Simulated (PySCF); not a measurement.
## Relaxation of singlet HfOCl2

These are results of PBE0/[Hf def2-TZVP with ECP60, O def2-TZVP, Cl def2-TZVP], scalar-relativistic core potentials, density fitting, no spin–orbit coupling, PySCF, not measurements. A (50,194) grid was used.

A hand-made trigonal pyramidal start, of Cs symmetry, held to at least that symmetry:

```xyz
4
charge 0 multiplicity 1, angstrom
Hf    0.0000   -0.4105    0.0000
O    -1.8500   -0.4130    0.0000
Cl    0.4231    1.1507    1.9193
Cl    0.4231    1.1507   -1.9193
```

Optimiser trace:
| step | E − E(last) (kJ/mol) | largest gradient (Eh/bohr) |
| --- | --- | --- |
| 0 | 92.60 | 0.09259 |
| 1 | 15.45 | 0.03219 |
| 2 | 3.76 | 0.00885 |
| 3 | 1.88 | 0.00727 |
| 4 | 0.40 | 0.00440 |
| 5 | 0.13 | 0.00127 |
| 6 | 0.04 | 0.00179 |
| 7 | 0.01 | 0.00039 |
| 8 | 0.00 | 0.00024 |

It ends at Cs with Hf–Cl 2.365 Å (×2), Hf–O 1.742 Å; Cl–Hf–Cl 120.5°, Cl–Hf–O 112.0° (×2) (after a last refinement on a finer grid). A frequency run shows a minimum.

No spin–orbit coupling is included, which matters more the heavier the element.

The relaxation took 22 s on 4 threads of a shared Arm Neoverse V2 host, with 145 basis functions and 9 gradients; the process peaked at 0.79 GiB.
